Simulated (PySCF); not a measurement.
BF2H2N: core ionisation energies

Aminodifluoroborane, BF2H2N.
Bonds: N1–B2, B2–F3, B2–F4. Hydrogens: H5, H6 on N1.

The calculation used delta-SCF UKS SCAN, pcX-2 on the ionised atom, pcseg-1 elsewhere, spin-free X2C (PySCF). These are vertical core ionisation energies against the vacuum level, from separate self-consistent calculations with and without the core hole.

Problem. What binding energy does each computed site have?

Solution. 
```json
{"atom(s)": "B2", "bonded to": "2 F and N", "level": "B 1s", "binding energy (eV)": "199.60", "count": "1"}
{"atom(s)": "N1", "bonded to": "2 H and B", "level": "N 1s", "binding energy (eV)": "406.05", "count": "1"}
{"atom(s)": "F3/F4", "bonded to": "B", "level": "F 1s", "binding energy (eV)": "693.31", "count": "2"}
```

Problem. Which photon energy gives electrons from N 1s of N1 a kinetic energy of 50 eV, and what is their de Broglie wavelength?

Solution. hν = 406.05 + 50 = 456.05 eV, recoil neglected; λ = 12.264 Å/√(E/eV) = 1.73 Å.

Problem. Give the binding energy of N 1s of N1 in hartree and in kJ/mol.

Solution. 406.05 eV = 14.9221 Eh = 39178 kJ/mol.

Atoms equivalent by their bonding share one computed value, that of the first of them. Isolated species at its PBE0-D3(BJ)/def2-SVP geometry, gas phase.

On one thread, Arm Neoverse V1, no GPU, shared host, this took 9.2 s of wall time.

The values belong to the conformer `[NH2:1][B:2]([F:3])[F:4]`: H–N1–B2–F3 180°, H–N1–B2–F3 0°.
